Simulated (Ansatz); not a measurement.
Geometry optimisation, Ansatz 0.2.0, RKS BLYP-D4/def2-SVP.

input.yaml

```yaml
crystal:
  periodic: [false, false, false]
  atoms:
    - { symbol: Al, position_ang: [-1.376907, 0.003484, 0.278919] }
    - { symbol: H, position_ang: [-0.990984, 1.332642, 0.957763] }
    - { symbol: O, position_ang: [-1.165616, 0.030085, -1.442286] }
    - { symbol: O, position_ang: [-2.275017, -1.298902, 0.950245] }
    - { symbol: H, position_ang: [1.863471, 0.048095, 0.063914] }
    - { symbol: "N", position_ang: [1.696947, -0.833529, 0.564445] }
    - { symbol: H, position_ang: [0.364878, 2.073188, -0.193271] }
    - { symbol: O, position_ang: [0.952604, 1.860114, -0.944872] }
    - { symbol: H, position_ang: [-1.328435, -0.720411, -2.039123] }
    - { symbol: H, position_ang: [-2.424332, -1.388438, 1.905977] }
    - { symbol: H, position_ang: [2.270086, -0.818243, 1.417721] }
    - { symbol: H, position_ang: [2.064044, -1.590315, -0.027314] }
    - { symbol: H, position_ang: [0.349062, 1.302231, -1.492418] }
basis:
  gaussian: { orbitals: def2-SVP }
hamiltonian:
  xc: blyp
  dispersion: d4
relax:
  f_tol: 0.03
  max_steps: 50
```

Command:

```bash
$ ansatz run input.yaml --threads 2 --pin off --max-ram 3072MiB --backend cpu --events-out ev --progress --plain --runs-dir out
```

Where does it end, and by what steps?

It converged. The force dipped under the threshold on the way, but the program's further checks kept it going. After 22 steps the energy has fallen by 1.264 eV; H7 moved furthest, 1.63 Å. Joined: Al1–N6 (3.20 → 2.02 Å).

```tsv
step	energy less start (eV)	largest force component (eV/Å)	accepted
0	0.0000	0.773	yes
1	-0.2469	0.585	yes
2	-0.5425	0.615	yes
3	-0.8820	0.478	yes
4	-1.0347	0.995	yes
5	-1.1121	0.378	yes
6	-1.1633	0.369	yes
7	-1.1955	0.413	yes
8	-1.2148	0.618	yes
9	-1.2204	0.365	yes
10	-1.2411	0.274	yes
11	-1.2569	0.064	yes
12	-1.2596	0.052	yes
13	-1.2609	0.159	yes
14	-1.2620	0.039	yes
15	-1.2627	0.025	yes
16	-1.2632	0.035	yes
17	-1.2635	0.053	yes
18	-1.2637	0.033	yes
19	-1.2639	0.026	yes
20	-1.2640	0.093	yes
21	-1.2641	0.034	yes
22	-1.2642	0.011	yes
```

```xyz
13
Properties=species:S:1:pos:R:3
Al -0.953 -0.206 0.652
H -1.358 0.756 1.865
O -1.051 0.528 -0.978
O -1.374 -1.902 0.706
H 1.454 0.229 -0.096
N 1.062 -0.346 0.704
H 1.455 2.128 -1.404
O 1.438 1.168 -1.589
H -1.779 0.279 -1.571
H -2.168 -2.231 1.157
H 1.491 -0.035 1.587
H 1.335 -1.330 0.560
H 0.449 0.961 -1.593
```

Time of the run: 45 s on 2 threads of Intel(R) Xeon(R) Platinum 8488C (Sapphire Rapids), on a shared host, peak memory 0.17 GiB.
